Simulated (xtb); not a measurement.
Job for xtb: GFN1-xTB on H4O2 (a complex), monomers drawn apart or pushed together.

```
$ xtb mol.xyz --gfn 1 --sp --chrg 0 --uhf 0
6

O     -0.09233564     0.24595125     0.60454593
H      0.77791662     0.27314134     0.19175156
H     -0.55068712    -0.49808502     0.19858741
O      0.35161279    -0.50697720     4.16741246
H      0.19141767    -0.23092243     3.25072242
H     -0.04405324     0.17849388     4.71358182
```

The head of its log:

```
[...]
           -------------------------------------------------
          |                Calculation Setup                |
           -------------------------------------------------



molecular fragmentation (1/2 indicates fragments):
111222
# atoms in fragment 1/2:     3     3
 fragment masses (1/2) :       18.02       18.02
CMA distance (Bohr)    :   6.933
constraining FC (au)   :  0.0500

           -------------------------------------------------
          |                 G F N 1 - x T B                 |
           -------------------------------------------------

        Reference                      10.1021/acs.jctc.7b00118
      * Hamiltonian:
        H0-scaling (s, p, d)           1.850000    2.250000    2.000000
        zeta-weighting                 0.000000
      * Dispersion:
        s8                             2.400000
        a1                             0.630000
        a2                             5.000000
        s9                             0.000000
      * Repulsion:
        kExp                           1.500000
        rExp                           1.000000
      * Coulomb:
        alpha                          2.000000
        third order                    atomic
        anisotropic                    false
      * Halogen bond correction:
        rad-scale                      1.300000
        damping                        0.440000


          ...................................................
          :                      SETUP                      :
          :.................................................:
          :  # basis functions                  16          :
          :  # atomic orbitals                  16          :
          :  # shells                           12          :
          :  # electrons                        16          :
          :  # halogen bonds                     0          :
          :  max. iterations                   250          :
          :  Hamiltonian                  GFN1-xTB          :
          :  restarted?                      false          :
          :  GBSA solvation                  false          :
          :  PC potential                    false          :
          :  electronic temp.          300.0000000     K    :
          :  accuracy                    1.0000000          :
          :  -> integral cutoff          0.2500000E+02      :
          :  -> integral neglect         0.1000000E-07      :
          :  -> SCF convergence          0.1000000E-05 Eh   :
          :  -> wf. convergence          0.2000000E-04 e    :
          :  Broyden damping             0.4000000          :
          :  net charge                          0          :
          :  unpaired electrons                  0          :
          ...................................................

 iter      E             dE          RMSdq      gap      omega  full diag
   1    -11.6100191 -0.116100E+02  0.460E+00    9.55       0.0  T
   2    -11.6117436 -0.172446E-02  0.266E+00    9.02       1.0  T
```

Q: What total energy does the run end on?

A: -11.5412 hartree.
